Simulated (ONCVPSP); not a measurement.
Cutoff test, Cd, ONCV

ONCVPSP 4.0.1 input, shortened (lines: element, Z, core and valence counts, functional; n l f; lmax; l rc ep ncon nbas qcut; lloc lpopt rc5 dvloc0; l nproj debl; icmod fcfact rcfact), PBEsol, scalar-relativistic:

```
  Cd 48.00    6    5  -116133      upf
    1    0    2.00
    2    0    2.00
    2    1    6.00
    3    0    2.00
    3    1    6.00
    3    2   10.00
    4    0    2.00
    4    1    6.00
    4    2   10.00
    5    0    1.75
    5    1    0.25
    2
    0    1.45    0.00    4    8    9.20
    1    1.85    0.00    4    7    6.30
    2    1.30    0.00    3    7    7.50
    4    3    0.95    0.00
    0    2    1.70
    1    2    1.50
    2    2    3.60
    3    4.75    1.05
```

**Question.** For each optimised wave give the share of its norm inside rc, the residual kinetic energy above qcut (Ha) and the cutoffs (Ha) for errors of 10, 1, 0.1 and 0.01 mHa per electron.

**Answer.**

```csv
wave,norm inside rc,residual KE,10 mHa,1 mHa,0.1 mHa,0.01 mHa
4s,0.955,8.6e-07,22.9,29.4,34.4,38.3
5s,0.055,1.0e-06,17.6,26.7,33.1,38.1
4p,0.982,1.5e-04,14.4,17.4,21.1,43.3
5p,0.039,2.1e-05,9.9,14.3,17.8,21.0
4d,0.592,2.3e-03,24.1,40.4,113.1,not reached
d projector 2,0.074,3.6e-03,24.9,31.9,76.2,129.9
```

The occupied waves need 40 Ha and 113 Ha for 1 and 0.1 mHa. 1 of 4 tests not solved or not reliable.
